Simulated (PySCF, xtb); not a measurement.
Al(OH)(OMe)(SiH3) (CH7AlO2Si), SMILES C[O][Al]([OH])[SiH3].

GFN2-xTB (xtb) at its own geometry gives an orbital gap of 3.95 eV and a dipole moment of 0.99 D.

Coordinates come from a B3LYP-D3(BJ)/def2-SVP optimisation. Other conformers were not sampled.

Task: What does PBE/def2-TZVP (PySCF) give? (Estimate from the structure and the level; the computed values follow.)

Result: gap 5.12 eV (levels -6.63 and -1.51 eV), dipole 2.11 D.
